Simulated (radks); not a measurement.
Results of a calculation; reference values are marked as such.
Yb55+, configuration [Ne] 3s2 3p3.

Code: a radial shooting solver on a logarithmic mesh with Libxc functionals. Model: Dirac Kohn-Sham, exchange-only PBE, spin-unpolarised, spherical densities, finite nucleus; open shells fill j = l - 1/2 first; Fermi nuclear charge, rms radius 5.3108 fm.

Energy parts (hartree):
total: -10871.5645
kinetic: 12376.8483
electron-nucleus: -24225.1562
Hartree: 1127.1213
exchange: -150.3779

Orbitals (lengths in bohr, moments of r in powers of bohr; r(max) is where P^2 peaks; r(90%) holds 90 % of the orbital's charge):
orbital  occ.  eigenvalue (hartree)   r(max)      <r>  r(90%)  small-component weight
1s1/2       2             -2400.036  0.01237  0.01966  0.0357                6.90e-02
2s1/2       2             -527.0737  0.07037  0.08178   0.127                1.58e-02
2p1/2       2             -511.3774  0.05263  0.06786   0.112                1.58e-02
2p3/2       4             -471.9660  0.05893  0.07509   0.121                1.45e-02
3s1/2       2             -210.2896   0.1892   0.1988   0.290                6.13e-03
3p1/2       2             -204.5072   0.1763   0.1870   0.279                6.06e-03
3p3/2       1             -194.2140   0.1874   0.1979   0.293                5.72e-03

The highest occupied level is 3p3/2 at -5284.8 eV. Summed over all electrons, <r^2> = 0.2725 bohr^2, which gives a Langevin (diamagnetic) susceptibility term of -0.216 x 10^-6 cm^3/mol. The density falls to 0.001 e/bohr^3 at r = 0.59 bohr.
